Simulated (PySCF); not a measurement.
## A small calculation by hand: entropy of an ideal gas

SeCl₂, SMILES Cl[Se]Cl.

Geometry optimised at PBE0-D3(BJ)/def2-TZVP. The isomer is the one that the SMILES or the coordinates give; other isomers of the formula were not compared.

PBE0-D3(BJ)/def2-TZVP in PySCF gives the harmonic wavenumbers 162, 415, 437 cm⁻¹ and the rotational temperatures 0.3517, 0.1238, 0.0916 K. The molar mass is 149.87 g/mol, the symmetry number 2, the spin multiplicity 1.

**Question.** Work out the entropy at 298.15 K and 1 atm in the rigid-rotor, harmonic-oscillator model.

**Answer.** 
Translation (Sackur–Tetrode at 1 atm): S = R[1.5 ln M + 2.5 ln T − 1.16487] = 171.2 J/(mol K).
Rotation: q = (√π/σ) T^1.5/√(θA θB θC) = 72200, S = R[ln q + 3/2] = 105.5 J/(mol K).
Vibration: with u = 1.4388 ν/T, each mode gives R[u/(e^u − 1) − ln(1 − e^−u)]:
```json
[
 {"ν (cm⁻¹)": "162", "modes": "1", "u": "0.78", "S (J/(mol K))": "10.57"},
 {"ν (cm⁻¹)": "415", "modes": "1", "u": "2.00", "S (J/(mol K))": "3.80"},
 {"ν (cm⁻¹)": "437", "modes": "1", "u": "2.11", "S (J/(mol K))": "3.50"}
]
```
These are all the modes. Sum 17.9 J/(mol K).
Spin: R ln 1 = 0.0 J/(mol K).
Total 294.6 J/(mol K); the program's own thermochemistry gives 294.6. Translation makes up 58 % and vibration 6 %. Anharmonicity, hindered rotation and orbital degeneracy are left out.
